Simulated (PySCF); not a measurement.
C2H15NSi4.
SMILES with atom numbers: `[CH3:1][N:2]([CH3:3])[SiH2:4][SiH:5]([SiH3:6])[SiH3:7]` (hydrogens: H8, H9, H10 on C1; H11, H12, H13 on C3; H14, H15 on Si4; H16 on Si5; H17, H18, H19 on Si6; H20, H21, H22 on Si7)

The same species was optimised twice, with GFN2-xTB and with PBE0-D3(BJ)/def2-SVP (PySCF), and the same property calculations (PySCF, gas phase) were run on both structures.

```json
{"coordinate": "Si4–Si5 (Å)", "GFN2-xTB": "2.322", "PBE0-D3(BJ)/def2-SVP": "2.350", "change": "+0.028"}
{"coordinate": "Si5–Si7 (Å)", "GFN2-xTB": "2.323", "PBE0-D3(BJ)/def2-SVP": "2.344", "change": "+0.021"}
{"coordinate": "N2–Si4 (Å)", "GFN2-xTB": "1.723", "PBE0-D3(BJ)/def2-SVP": "1.743", "change": "+0.020"}
{"coordinate": "Si5–Si6 (Å)", "GFN2-xTB": "2.331", "PBE0-D3(BJ)/def2-SVP": "2.344", "change": "+0.013"}
{"coordinate": "N2–C3 (Å)", "GFN2-xTB": "1.439", "PBE0-D3(BJ)/def2-SVP": "1.442", "change": "+0.003"}
{"coordinate": "C1–N2 (Å)", "GFN2-xTB": "1.440", "PBE0-D3(BJ)/def2-SVP": "1.442", "change": "+0.002"}
{"coordinate": "Si4–Si5–Si6 (°)", "GFN2-xTB": "114.4", "PBE0-D3(BJ)/def2-SVP": "104.8", "change": "-9.6"}
{"coordinate": "Si4–Si5–Si7 (°)", "GFN2-xTB": "110.4", "PBE0-D3(BJ)/def2-SVP": "114.4", "change": "+4.0"}
{"coordinate": "Si6–Si5–Si7 (°)", "GFN2-xTB": "113.3", "PBE0-D3(BJ)/def2-SVP": "109.8", "change": "-3.5"}
{"coordinate": "C1–N2–C3 (°)", "GFN2-xTB": "111.8", "PBE0-D3(BJ)/def2-SVP": "113.9", "change": "+2.1"}
{"coordinate": "C3–N2–Si4 (°)", "GFN2-xTB": "121.5", "PBE0-D3(BJ)/def2-SVP": "120.3", "change": "-1.2"}
{"coordinate": "N2–Si4–Si5 (°)", "GFN2-xTB": "108.0", "PBE0-D3(BJ)/def2-SVP": "107.4", "change": "-0.6"}
{"coordinate": "C1–N2–Si4 (°)", "GFN2-xTB": "121.6", "PBE0-D3(BJ)/def2-SVP": "121.7", "change": "+0.1"}
{"coordinate": "C1–N2–Si4–Si5 (°)", "GFN2-xTB": "156", "PBE0-D3(BJ)/def2-SVP": "148", "change": "-8"}
{"coordinate": "N2–Si4–Si5–Si6 (°)", "GFN2-xTB": "-36", "PBE0-D3(BJ)/def2-SVP": "-38", "change": "-2"}
```

Rotational constants: A = 1561, B = 656.7, C = 513.6 MHz (GFN2-xTB) against A = 1377, B = 723.4, C = 623.0 MHz (PBE0-D3(BJ)/def2-SVP). Point groups within 0.08 Å: C1 and C1. Atoms that the bonding makes alike are paired by their places after alignment.

On the GFN2-xTB structure: HOMO (eV) -6.38 [PBE0/pcSseg-1]; LUMO (eV) -0.47 [PBE0/pcSseg-1]; dipole (D) 1.35 [PBE0/pcSseg-1]; GIAO shielding of C1/C3 (mean) (ppm) 143.2 [PBE0/pcSseg-1]; GIAO shielding of N2 (ppm) 255.7 [PBE0/pcSseg-1]; GIAO shielding of Si4 (ppm) 383.2 [PBE0/pcSseg-1]; GIAO shielding of Si5 (ppm) 496.3 [PBE0/pcSseg-1]; GIAO shielding of Si6/Si7 (mean) (ppm) 462.8 [PBE0/pcSseg-1].

Q: What do these properties become on the PBE0-D3(BJ)/def2-SVP structure?

A: 
```csv
property,level,on GFN2-xTB,on PBE0-D3(BJ)/def2-SVP,change
HOMO (eV),PBE0/pcSseg-1,-6.38,-6.40,-0.02
LUMO (eV),PBE0/pcSseg-1,-0.47,-0.38,+0.09
dipole (D),PBE0/pcSseg-1,1.35,1.17,-0.18
"energy, GFN2-xTB geometry as zero (kcal/mol)",PBE0/pcSseg-1,0.0,-3.5,-3.5
GIAO shielding of C1/C3 (mean) (ppm),PBE0/pcSseg-1,143.2,142.0,-1.2
GIAO shielding of N2 (ppm),PBE0/pcSseg-1,255.7,253.9,-1.8
GIAO shielding of Si4 (ppm),PBE0/pcSseg-1,383.2,381.0,-2.2
GIAO shielding of Si5 (ppm),PBE0/pcSseg-1,496.3,484.0,-12.3
GIAO shielding of Si6/Si7 (mean) (ppm),PBE0/pcSseg-1,462.8,452.9,-9.9
```

The heavy atoms differ by 0.922 Å rms after alignment (one structure mirrored). Among the bonds compared Si4–Si5 changes most (+0.028 Å). Changes are differences of the printed values. Neither structure is proved a minimum here.

Conformer computed: `[CH3:1][N:2]([CH3:3])[SiH2:4][SiH:5]([SiH3:6])[SiH3:7]`: C1–N2–Si4–Si5 148°, N2–Si4–Si5–Si6 -38°.
